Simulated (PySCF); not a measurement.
C2H4Cl2Si2, SMILES C([Si](Cl)(Cl)[SiH3])#C. Geometry optimised at B3LYP-D3(BJ)/def2-SVP. The structure was generated by enumeration, and PubChem lists no compound with its InChIKey, so it may never have been made.

Computed equilibrium geometry at B3LYP-D3(BJ)/def2-SVP (PySCF confirms it by a frequency run) as bond lengths and angles, and its point group:
point group Cs.
Atoms: C1 C2 Si3 Si4 Cl5 Cl6 H7 H8 H9 H10. Bonds (Å): C1–C2 1.217, C1–H7 1.075, C2–Si3 1.823, Si3–Si4 2.336, Si3–Cl5 2.077, Si3–Cl6 2.077, Si4–H8 1.490, Si4–H9 1.490, Si4–H10 1.490. Bond angles (°): C2–C1–H7 179.5, C1–C2–Si3 176.7, C2–Si3–Si4 112.7, C2–Si3–Cl5 108.5, C2–Si3–Cl6 108.5, Si4–Si3–Cl5 109.2, Si4–Si3–Cl6 109.2, Cl5–Si3–Cl6 108.8, Si3–Si4–H8 109.2, Si3–Si4–H9 108.5, Si3–Si4–H10 109.2, H8–Si4–H9 110.0, H8–Si4–H10 109.9, H9–Si4–H10 110.0.
